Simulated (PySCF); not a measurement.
**Working with the constants of SnO⁺**

UHF-CCSD(T) constants of SnO⁺, ²Π (doublet), unpaired electrons π ↑ (Sn x2c-SVPall, O x2c-SVPall; spin-free X2C with a Gaussian nucleus (PySCF 2.14); masses 119.9022 and 15.9949 u):

| Property | Result |
| --- | --- |
| ωe | 625.7 cm⁻¹ |
| ωexe | 2.38 cm⁻¹ |
| Be | 0.29378 cm⁻¹ |
| αe | 0.00173 cm⁻¹ |
| De to Sn⁺ + O | 2.67 eV |

What force constant and bond length do these constants imply?

Reduced mass μred = 14.112 u; k = 5.8918×10⁻⁷·μred·ωe² (u, cm⁻¹, mdyn/Å) = 3.26 mdyn/Å; Re = √(16.8576/(μred·Be)) (u, cm⁻¹, Å) = 2.016 Å.

Estimate the centrifugal constant D from the Kratzer relation and find the Dunham coefficient a1.

D = 4Be³/ωe² = 2.59e-07 cm⁻¹; a1 = −1 − αeωe/(6Be²) = -3.09.

Correlated steps freeze 19 core orbitals. Correlated levels converge slowly with the basis: in double zeta they bind strong bonds too weakly, by up to about 1 eV, and carry superposition errors of some tenths. These are scalar-relativistic numbers at best; spin–orbit coupling would shift them, the dissociation energy most. For an ion De counts to the pair picked by the measured ionisation energies or electron affinities, which need not be the lowest pair at this level. The state is the lowest determinant that a PBE0 search found; another state may lie lower at other levels.
